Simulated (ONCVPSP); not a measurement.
# What one change does to a pseudopotential (Br (Z = 35), ONCV)

ONCVPSP 4.0.1 input, shortened (lines: element, Z, core and valence counts, functional; n l f; lmax; l rc ep ncon nbas qcut; lloc lpopt rc5 dvloc0; l nproj debl; icmod fcfact rcfact), PBE, scalar-relativistic:

```
  Br 35.00    5    3        4      upf
    1    0    2.00
    2    0    2.00
    2    1    6.00
    3    0    2.00
    3    1    6.00
    3    2   10.00
    4    0    2.00
    4    1    5.00
    2
    0    1.05    0.00    3    6    5.50
    1    1.25    0.00    4    8    7.00
    2    1.05    0.00    3    8   14.20
    4    3    0.85    0.00
    0    2    2.60
    1    2    1.50
    2    2    0.40
    3    3.00    1.05
```

In the d channel the program set the typed energies aside and used -2.452, 0.250 Ha.

All-electron outer shells of the reference configuration (PBE, scalar-relativistic, ld1.x):

| shell | level (eV) | outermost node (bohr) | outermost maximum (bohr) |
| --- | --- | --- | --- |
| 3s | -238.08 | 0.23 | 0.48 |
| 3p | -173.49 | 0.21 | 0.48 |
| 3d | -66.72 | – | 0.43 |
| 4s | -20.13 | 0.67 | 1.41 |
| 4p | -7.86 | 0.70 | 1.66 |

Change: all radii but the core radius scaled by about 1.22 (s 1.28, p 1.54, d 1.28 bohr); local potential polynomial inside 1.04 bohr (lpopt 3, dvloc0 0 Ha).

Cutoffs: the cutoffs (Ha) at which the residual kinetic energy of the hardest occupied pseudo-wave falls to 1 and 0.1 mHa per electron; they do not see the model core or the augmentation charge, which bear on the density cutoff. Errors are all-electron minus pseudo energies relative to the spin-unpolarised reference configuration.

Question: What does the change do?

Answer: The potential gets softer (96 Ha and 136 Ha → 75 Ha and 84 Ha); the bound ghost in p, s disappears; of the 4 tests that both files solve, the error grows in 0 and shrinks in 2 by more than 15 % and 0.3 meV (median size 4.4 → 3.3 meV). A larger radius leaves more room for a smooth pseudo-wave, so fewer plane waves are needed.

```csv
quantity,base,changed
"cutoff, loose",96 Ha,75 Ha
"cutoff, tight",136 Ha,84 Ha
loose cutoff by channel,"s 96 Ha, p 30 Ha, d 86 Ha","s 13 Ha, p 14 Ha, d 75 Ha"
bound ghosts,"s, p",none
GHOST(+) flags under 300 eV,s at 116.7 eV,s at 94.2 eV
"error for 3d10 4s2 4p4, meV [ΔE 12.55 eV]",-2.2,-2.3
"error for 3d10 4s2 4p3, meV [ΔE 35.31 eV]",-6.5,-5.2
"error for 3d10 4s2 4p2, meV [ΔE 69.30 eV]",-10,-4.3
"error for 3d10 4s2 4p4.5, meV [ΔE 5.07 eV]",-0.8,-0.9
"rms error of d²Exc/dni dnj with the model core, mHa",5.89,5.13
```

 A true bound ghost makes a file unfit for plane-wave use even where its test errors are small: the radial tests pick states by their node count and pass the ghost by.
